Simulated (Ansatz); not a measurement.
Species: CdSe, net charge 0, singlet state. SMILES: [Cd]=[Se]
Coordinates optimised at B3LYP-D3(BJ)/def2-TZVP (Ansatz, a quantum-chemistry and plane-wave program):
```
Cd
Se 1 2.3922
```
Charge 0, spin multiplicity 1.

Property: atomisation energy (electronic, to ground-state atoms), in eV. Cores are frozen in the correlated levels unless marked. Open shells are spin-unrestricted. No spin-orbit coupling. Frozen are the shells of the preceding noble gas and the d and f shells that filled before the atom's block. In def2 rows, elements after Kr have scalar-relativistic effective core potentials. STO-3G rows are all-electron and non-relativistic. The coupled-cluster limit lacks core correlation, which all-electron functionals hold. Basis-set limits of correlation are two-point, X^-3; Hartree-Fock from the larger set.

| level | program | atomisation energy (eV) |
|---|---|---|
| HF/STO-3G | Ansatz | 1.31 |
| HF/def2-TZVPPD | Ansatz | -0.53 |
| SVWN5/def2-TZVPD | Ansatz | 1.56 |
| BLYP-D4/def2-TZVPD | Ansatz + dftd4 | 0.86 |
| PBE0-D4/def2-TZVP | Ansatz + dftd4 | 0.87 |
| LC-wPBE/def2-TZVPD | Ansatz | 0.64 |
| B2GP-PLYP/def2-TZVPD | Ansatz | 0.78 |

### Question
Predict the CCSD(T)/CBS(def2-TZVPPD,def2-QZVPPD) result (Ansatz).

### Answer
0.89 eV, so B2GP-PLYP/def2-TZVPD differs from it by -0.11 eV.
